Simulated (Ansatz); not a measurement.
`NB(F)Cl` + H₂Te → `NB(F)[TeH]` + HCl  (ligand exchange at a B–Cl bond)

Calculated with Ansatz (gas phase, PBE0-D4/def2-TZVP geometries, no zero-point term in ΔE). CCSD(T)/CBS is the MP2 limit (def2-TZVPP, def2-QZVPP) plus CCSD(T) − MP2 in def2-TZVPP, frozen cores. This one scheme is used for every species. DFT in def2-TZVPP. Elements past krypton have def2 core potentials. For Te outer-core shells are correlated without core-valence functions, which leaves a few kJ/mol of doubt a bond. One conformer a species, not always the lowest.

CCSD(T)/CBS gives +42.1 kJ/mol.

**Question.** Another level gave +48.4 kJ/mol. Which?
A. HF/def2-TZVPP
B. PBE0/def2-TZVPP
C. PBE-D4/def2-TZVPP
D. BHLYP/def2-TZVPP

**Answer.** B. PBE0 48.4, BHLYP 55.5, PBE-D4 44.1, HF/def2-TZVPP 60.0 kJ/mol.

Largest T1 diagnostic among the species: 0.012.

Leaving LDA and LC-ωPBE aside and taking each functional with its dispersion term where it has one, the values, not all of them listed here, spread over 13.9 kJ/mol, from revPBE-D4 to B97M-V. In def2-TZVPP, CCSD(T) changes the Hartree–Fock value by −13.8 kJ/mol (the triples alone add −2.1 kJ/mol) and MP2 by −17.0 kJ/mol.
